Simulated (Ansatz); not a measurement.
Total energies of CH₃NO₂Si (`N[SiH]1OC1=O`).

| atom | x (Å) | y (Å) | z (Å) |
| --- | --- | --- | --- |
| N1 | -0.5127 | -1.0536 | -0.9057 |
| Si2 | -0.3241 | 0.0053 | 0.3827 |
| O3 | 0.0734 | 1.6292 | 0.0893 |
| C4 | 1.1482 | 1.0069 | 0.7276 |
| O5 | 2.1989 | 1.4607 | 1.0187 |
| H6 | 0.1251 | -1.1215 | -1.6807 |
| H7 | -1.2971 | -1.6787 | -0.9790 |
| H8 | -1.4117 | -0.2483 | 1.3472 |

Total charge 0; spin multiplicity 1. All single points use the PBE0-D4/def2-TZVP geometry. It is one conformer, not always the lowest. Basis def2-TZVPP, Ansatz.

RPA on PBE orbitals: Hartree–Fock energy of these orbitals -532.79773 Eh, correlation -1.46216 Eh (frozen core).

| functional | energy without D4 (Eh) | D4 term (kJ/mol) |
| --- | --- | --- |
| BLYP | -534.70793 | -34.2 |
| B97M-V | -534.62425 | – |
| r2SCANh | -534.58548 | -3.9 |
| r2SCAN0 | -534.55782 | -4.3 |
| BHLYP | -534.61702 | -18.6 |
| CAM-B3LYP | -534.66777 | -12.9 |
| ωB97X-V | -534.62356 | – |
| ωB97M-V | -534.66302 | – |
| B2PLYP | -534.46551 | – |
| PBE-QIDH | -534.23811 | – |

Problem. Give the same for LDA (SPW92), PBE, revPBE, r2SCAN, PBE0, B3LYP, HSE06 (plane-wave form), LC-ωPBE. (Estimate.)

Solution. Computed: 
```json
{"functional": "LDA (SPW92)", "energy without D4 (Eh)": "-531.73700", "D4 term (kJ/mol)": "–"}
{"functional": "PBE", "energy without D4 (Eh)": "-534.34134", "D4 term (kJ/mol)": "-15.3"}
{"functional": "revPBE", "energy without D4 (Eh)": "-534.62050", "D4 term (kJ/mol)": "-48.2"}
{"functional": "r2SCAN", "energy without D4 (Eh)": "-534.60487", "D4 term (kJ/mol)": "-3.7"}
{"functional": "PBE0", "energy without D4 (Eh)": "-534.36120", "D4 term (kJ/mol)": "-12.8"}
{"functional": "B3LYP", "energy without D4 (Eh)": "-534.77143", "D4 term (kJ/mol)": "-24.8"}
{"functional": "HSE06 (plane-wave form)", "energy without D4 (Eh)": "-534.34369", "D4 term (kJ/mol)": "-11.9"}
{"functional": "LC-ωPBE", "energy without D4 (Eh)": "-534.50497", "D4 term (kJ/mol)": "–"}
```

B3LYP takes the VWN-RPA correlation (the form of Gaussian; ORCA's B3LYP/G). HSE06 is the plane-wave form, built on full-range PBE exchange. The double hybrids freeze the cores in their second-order part.

LC-ωPBE has ω = 0.4 bohr⁻¹.
